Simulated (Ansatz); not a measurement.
A nudged elastic band was laid between two geometries of AlF2H3O (7 atoms, charge 0, multiplicity 1).

Theory: RHF/def2-SVP in Ansatz.

```
movable images  : 9
climbing image  : yes
spring          : 0.1 eV/Å²
optimiser       : quadratic models (default)
start path      : through a guess of the saddle point
force threshold : 0.05 eV/Å
iteration limit : 60
end points      : relaxed
```

Initial state:

```xyz
7
Properties=species:S:1:pos:R:3
Al -0.025 0.062 0.216
H -0.258 1.101 1.360
F 1.522 -0.160 -0.363
F -1.245 -0.207 -0.889
O -0.147 -1.773 0.957
H -0.841 -2.284 0.551
H 0.666 -2.263 0.892
```

Final state:

```xyz
7
Properties=species:S:1:pos:R:3
Al 0.045 -0.704 -0.250
H 0.187 0.460 1.672
F 1.525 -0.107 -0.625
F -1.258 0.212 -0.651
O -0.111 -2.280 0.271
H -0.838 -2.867 0.371
H 0.122 -0.238 1.936
```

(1) Which bonds break or form, and what moves?

(2) What energy profile does the band end with?

(3) What is the geometry of the highest image?

The band took 15 iterations and roughly 90 core-seconds.

Results:

(1) Bonds broken: Al1–H2, O5–H7. Bonds formed: H2–H7. AlF2H3O becomes AlF2HO + H2.

(2) The run converged. The highest image is number 6 of 0 to 10, 1.55 eV above the first end and 1.29 eV above the last; the last end lies 0.26 eV above the first. Another band between the same ends (9 images) ends at a top of the same energy, where a vibrational analysis finds 1 clearly imaginary mode. The orbitals stay closed-shell, which can raise the energy where a bond breaks towards radicals; this wasn't checked here.

```
image  path coordinate (Å)  energy (eV)  Al1–H2 (Å)  O5–H7 (Å)  H2–H7 (Å)
    0                 0.00         0.00        1.56       0.95       3.52
    1                 0.51         0.02        1.56       0.95       3.40
    2                 1.01         0.05        1.57       0.95       3.15
    3                 1.50         0.07        1.57       0.95       2.78
    4                 2.00         0.20        1.58       0.95       2.22
    5                 2.48         0.64        1.61       0.97       1.61
    6                 2.97         1.55        1.75       1.24       1.04
    7                 3.30         0.96        1.91       1.61       0.81
    8                 3.65         0.47        2.10       1.99       0.75
    9                 4.00         0.29        2.23       2.38       0.75
   10                 4.38         0.26        2.25       2.65       0.75
```

(3) 
```xyz
7
Properties=species:S:1:pos:R:3:forces:R:3
Al 0.108 -0.315 -0.118 -0.02 0.01 -0.01
H 0.059 0.061 1.593 0.00 -0.01 0.00
F 1.566 0.030 -0.789 0.01 -0.01 0.00
F -1.259 0.173 -0.894 0.00 0.00 0.00
O -0.055 -1.896 0.719 -0.01 0.01 -0.01
H -0.675 -2.611 0.674 0.01 -0.01 0.00
H -0.073 -0.966 1.540 0.00 0.01 0.01
```

The run took 90 s on 1 thread of Arm Neoverse V2, with other jobs on the host, peak memory 0.14 GiB.
